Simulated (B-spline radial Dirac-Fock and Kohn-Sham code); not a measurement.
## Magnetic form factor of the 4f shell of Tm

System: neutral thulium in the configuration 1s2 2s2 2p6 3s2 3p6 3d10 4s2 4p6 4d10 4f11 5s2 5p6 5d2 6s2 (not the ground configuration).

Level of theory: Dirac-Fock densities; a B-spline atomic structure program. ⟨j_K⟩ is the integral of the 4f radial density with the spherical Bessel function j_K(4πsr), s = sin θ/λ.

```csv
s (Å⁻¹),⟨j0⟩,⟨j2⟩,⟨j4⟩,⟨j6⟩
0,1.0000,0.0000,0.0000,0.0000
0.05,0.9886,0.0046,0.0000,0.0000
0.1,0.9553,0.0176,0.0002,0.0000
0.15,0.9035,0.0374,0.0009,0.0000
0.2,0.8373,0.0616,0.0025,0.0001
0.25,0.7617,0.0876,0.0053,0.0003
0.3,0.6814,0.1132,0.0096,0.0007
0.35,0.6001,0.1367,0.0152,0.0015
0.4,0.5211,0.1569,0.0219,0.0027
0.45,0.4464,0.1732,0.0295,0.0043
0.5,0.3775,0.1853,0.0375,0.0064
0.6,0.2596,0.1978,0.0538,0.0119
0.7,0.1686,0.1971,0.0686,0.0186
0.8,0.1015,0.1870,0.0804,0.0259
0.9,0.0541,0.1709,0.0888,0.0332
1,0.0220,0.1519,0.0937,0.0399
1.1,0.0012,0.1321,0.0955,0.0456
1.2,-0.0114,0.1127,0.0947,0.0503
1.4,-0.0214,0.0786,0.0876,0.0562
1.6,-0.0211,0.0522,0.0764,0.0578
```

Radial moments of the shell: ⟨r²⟩ = 0.6266, ⟨r⁴⟩ = 0.9631, ⟨r⁶⟩ = 3.243 in powers of bohr.

Values without a named source are computed, but for edge energies of neutral atoms, which are taken from tables.
